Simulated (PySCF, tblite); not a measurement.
Isomers of C5H8Cl2Si. All values are computed: GFN2-xTB (tblite) harmonic vibrations without scaling, gas phase. This tight-binding method is rough: wavenumbers can miss measured ones by several per cent, in bad cases by 10 to 20. Modes of hydrogen on silicon can be 10 to 20 % off. One conformer each.

Electronic energies: PBE0/pcSseg-1 single points on the GFN2-xTB geometries (PySCF, gas phase).

```json
{"SMILES": "CC#C[SiH](CCl)CCl", "electronic energy, lowest = 0 (kcal/mol)": "39.8"}
{"SMILES": "C[Si@@H](Cl)C1=C(Cl)CC1", "electronic energy, lowest = 0 (kcal/mol)": "0.0"}
{"SMILES": "CC#C[Si@H](C)C(Cl)Cl", "electronic energy, lowest = 0 (kcal/mol)": "38.9"}
{"SMILES": "[SiH3]C[C@@]1(Cl)[C@@H]2[C@@H](Cl)[C@@H]21", "electronic energy, lowest = 0 (kcal/mol)": "64.0"}
```

Q: How do GFN2-xTB zero-point energies change the relative energies?

A: 
| SMILES | ZPE (kcal/mol) | of it from modes above 1550 cm⁻¹ | electronic (kcal/mol) | with ZPE, lowest = 0 (kcal/mol) | lowest mode (cm⁻¹) | rings |
| --- | --- | --- | --- | --- | --- | --- |
| C[Si@@H](Cl)C1=C(Cl)CC1 | 71.2 | 35.8 | 0.0 | 0.0 | 10 | 1 |
| CC#C[Si@H](C)C(Cl)Cl | 68.8 | 36.7 | 38.9 | 36.4 | 9 | 0 |
| CC#C[SiH](CCl)CCl | 69.1 | 36.6 | 39.8 | 37.7 | 11i | 0 |
| [SiH3]C[C@@]1(Cl)[C@@H]2[C@@H](Cl)[C@@H]21 | 67.5 | 31.7 | 64.0 | 60.3 | 32 | 2 |

The zero-point energies span 3.7 kcal/mol, from `[SiH3]C[C@@]1(Cl)[C@@H]2[C@@H](Cl)[C@@H]21` to `C[Si@@H](Cl)C1=C(Cl)CC1`. Slightly imaginary modes are left out of the zero-point energy: `CC#C[SiH](CCl)CCl` 10.5i cm⁻¹. The order is unchanged.

Q: And how do the electronic energies of GFN2-xTB itself compare?

A: `C[Si@@H](Cl)C1=C(Cl)CC1` 0.0; `CC#C[Si@H](C)C(Cl)Cl` 48.2; `CC#C[SiH](CCl)CCl` 51.1; `[SiH3]C[C@@]1(Cl)[C@@H]2[C@@H](Cl)[C@@H]21` 43.0 kcal/mol, lowest = 0. Against the energies above, taken from the same isomer `C[Si@@H](Cl)C1=C(Cl)CC1`, the largest difference is 21.0 kcal/mol.
